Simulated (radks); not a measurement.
Q: Hg42+, 38 electrons, occupied as [Kr] 4d2. Calculated with a radial shooting solver on a logarithmic mesh with Libxc functionals: scalar-relativistic Kohn-Sham, PBE, spin-polarised, spherical densities, finite nucleus; open shells are filled with parallel spins first (spin-orbit coupling, left out, can overturn this in heavy ions); Fermi nuclear charge, rms radius 5.4648 fm. Some entries of the table are withheld. Estimate them.

orbital,occ.,eigenvalue (eV),<1/r> (bohr^-1),r(max) (bohr)
1s up,1,-85110.55,97.52,0.01023
1s down,1,-85110.52,97.52,0.01023
2s up,1,-16713.52,22.90,0.05915
2s down,1,-16710.94,22.90,0.05914
2p up,3,-14690.18,20.29,0.04906
2p down,3,-14688.06,20.29,0.04905
3s up,1,-5414.092,8.588,0.1659
3s down,1,-5412.788,8.589,0.1659
3p up,3,-4826.895,7.830,0.1652
3p down,3,-4825.433,7.831,0.1652
3d up,5,-4223.837,7.360,0.1342
3d down,5,-4221.658,7.360,0.1343
4s up,1,-2464.835,4.097,0.3558
4s down,1,-2457.854,4.096,0.3557
4p up,3,-2248.355,3.796,0.3681
4p down,3,-2241.485,3.794,0.3680
4d up,2,-2010.963,3.555,(1)
4d down,0,-2004.119,3.554,(2)
5s up,0,(3),2.355,0.6410
5s down,0,(4),2.352,0.6415
5p up,0,-1301.857,2.213,0.6685
5p down,0,-1298.934,2.211,0.6691

A: 
(1) 4d up r(max) (bohr): 0.3619
(2) 4d down r(max) (bohr): 0.3619
(3) 5s up eigenvalue (eV): -1399.993
(4) 5s down eigenvalue (eV): -1396.924
